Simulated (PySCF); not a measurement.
# GeTe: script and output

Input:

```python
from pyscf import gto, dft

mol = gto.M(
    atom='Ge 0 0 0; Te 0 0 2.604',
    basis='lanl2dz',
    ecp={'Ge': 'lanl2dz', 'Te': 'lanl2dz'},
    charge=0,
    spin=0,
    verbose=3,
)
mf = dft.RKS(mol, xc='r2scan')
mf.kernel()
mf.mulliken_pop()
mf.dip_moment()
print('orbital energies (hartree):', mf.mo_energy[..., max(0, mol.nelec[1]-3):mol.nelec[0]+3].round(4))
```

```bash
$ OMP_NUM_THREADS=1 python input.py
```

The log:

```
converged SCF energy = -11.8393788692451
 ** Mulliken pop  **
pop of  0 Ge 4s           0.41043
pop of  0 Ge 5s           1.58358
pop of  0 Ge 4px          0.23636
pop of  0 Ge 4py          0.23636
pop of  0 Ge 4pz          0.51733
pop of  0 Ge 5px          0.28121
pop of  0 Ge 5py          0.28121
pop of  0 Ge 5pz          0.28363
pop of  1 Te 5s           0.73485
pop of  1 Te 6s           1.25096
pop of  1 Te 5px          0.73514
pop of  1 Te 5py          0.73514
pop of  1 Te 5pz          0.75666
pop of  1 Te 6px          0.74730
pop of  1 Te 6py          0.74730
pop of  1 Te 6pz          0.46255
 ** Mulliken atomic charges  **
charge of    0Ge =      0.16990
charge of    1Te =     -0.16990
Dipole moment(X, Y, Z, Debye):  0.00000,  0.00000, -2.09926
orbital energies (hartree): [-0.2467 -0.229  -0.229  -0.1387 -0.1387 -0.0362]
```

In short: E(SCF) = -11.839379 Eh, μz(SCF) = -2.10 D.

Run time: 1.3 s on 1 thread of Arm Neoverse V1 (shared host), peak memory 0.14 GiB.

Stability towards an unrestricted solution was not tested. The bond length is a typed value, not an optimised one.
